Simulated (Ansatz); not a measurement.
The same ligand exchange along the group Si, Ge, Sn.

Isolated molecules relaxed with PBE0-D4/def2-TZVP in Ansatz; ΔE leaves out vibrations. CBS: MP2 limit from def2 TZ/QZ plus the TZ coupled-cluster correction, frozen cores. This one scheme is used for every species. DFT in def2-TZVPP. def2 core potentials past Kr. For Ge, Sn outer-core shells are correlated without core-valence functions, which leaves a few kJ/mol of doubt a bond. Scalar relativity is left out up to krypton. Each species was taken in one conformer, which may not be the lowest.

| reaction | B2PLYP (eV) | ωB97X-V (eV) | MP2/CBS(def2) (eV) |
| --- | --- | --- | --- |
| `F[Si](F)(F)F` + NH₃ → `N[Si](F)(F)F` + H–F | 0.78 | 0.73 | 0.72 |
| `[F][Ge]([F])([F])[F]` + NH₃ → `[NH2][Ge]([F])([F])[F]` + H–F | 0.30 | 0.28 | 0.17 |
| `[F][Sn]([F])([F])[F]` + NH₃ → `[NH2][Sn]([F])([F])[F]` + H–F | 0.26 | 0.28 | 0.15 |

(1) Give the CCSD(T)/CBS values in the same order. (Estimate.)

Largest T1 diagnostic: 0.015, for `[F][Sn]([F])([F])[F]`.

Answers

(1) Computed: 0.74, 0.19, 0.19 eV.
